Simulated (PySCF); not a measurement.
Cartesian coordinates (Å):
SMILES: OC(C)O
```xyz
10

C     -0.9910    -0.4277    -0.5122
C      0.2020     0.0410     0.2739
O      1.3442    -0.5273    -0.3135
O      0.2154     1.4445     0.2241
H     -0.8912    -0.0890    -1.5449
H     -1.9059    -0.0125    -0.0900
H     -1.0452    -1.5161    -0.4999
H      0.1307    -0.2860     1.3234
H      2.0961    -0.4063     0.2716
H      0.8448     1.7794     0.8675
```
Charge 0, spin multiplicity 1.

Q: Estimate the total energy, LUMO and dipole moment that PBE0-D3(BJ)/def2-TZVP (PySCF) returns for this input.

A: 
The total energy is -230.1117 Ha and the LUMO is 0.55 eV. The dipole moment comes out as 2.54 D.
